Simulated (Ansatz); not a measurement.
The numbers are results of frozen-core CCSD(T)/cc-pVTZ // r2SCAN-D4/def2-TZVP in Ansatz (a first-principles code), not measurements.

Ansatz 0.2 input:
```yaml
crystal:
  periodic: [false, false, false]
  atoms:
    - { symbol: Ge, position_ang: [-0.000281, -0.001167, 0.347265] }
    - { symbol: H, position_ang: [-0.126838, 1.458015, -0.110964] }
    - { symbol: H, position_ang: [-1.198791, -0.838345, -0.11954] }
    - { symbol: H, position_ang: [1.325909, -0.618502, -0.11676] }
basis:
  gaussian: { orbitals: cc-pVTZ }
correlation:
  method: ccsd_t
magnetization:
  spin_polarized: true
  initial_magnetization: 1
```

Output:

```
Functional definition: HF
505 factors; integrals over basis functions are off by at most 8.9e-4 eV
mean field evaluation 1: about -56520.3702 eV, gradient 7.0e0 eV
mean field evaluation 2: about -56520.3711 eV, gradient 7.0e0 eV
mean field evaluation 4: about -56520.9867 eV, gradient 1.1e0 eV
mean field evaluation 8: about -56520.9962 eV, gradient 3.7e-4 eV
mean field evaluation 16: about -56520.9940 eV, gradient 3.1e-1 eV
mean field -56520.99616913 eV, -2077.1082979082 hartree, gradient 2.8e-6 eV, S^2 0.754980; 0 other end points of the search recorded, 0 dependent functions left out
9 core orbitals not correlated
reference -56520.99616913 eV, -2077.1082979082 hartree; 9, 8 occupied and 67, 68 virtual orbitals, 505 factors
second order -5.24629384 eV of doubles, -0.00000000 eV of singles
cycle   1  -5.55295037 eV  change   -3.1e-1 eV  update   6.6e-2
cycle   2  -5.81524008 eV  change   -2.6e-1 eV  update   2.2e-2
cycle   3  -5.84376129 eV  change   -2.9e-2 eV  update   9.1e-3
cycle   4  -5.84346594 eV  change    3.0e-4 eV  update   2.8e-3
cycle   5  -5.84316657 eV  change    3.0e-4 eV  update   8.5e-4
cycle   6  -5.84294246 eV  change    2.2e-4 eV  update   3.5e-4
cycle   7  -5.84306984 eV  change   -1.3e-4 eV  update   1.2e-4
cycle   8  -5.84308701 eV  change   -1.7e-5 eV  update   3.7e-5
cycle   9  -5.84308348 eV  change    3.5e-6 eV  update   1.2e-5
perturbative correction -0.20580608 eV, -0.0075632340 hartree
Total energy: -56527.04505869 eV, -2077.3305904995 hartree
```

Cost: very roughly 4 core-seconds.
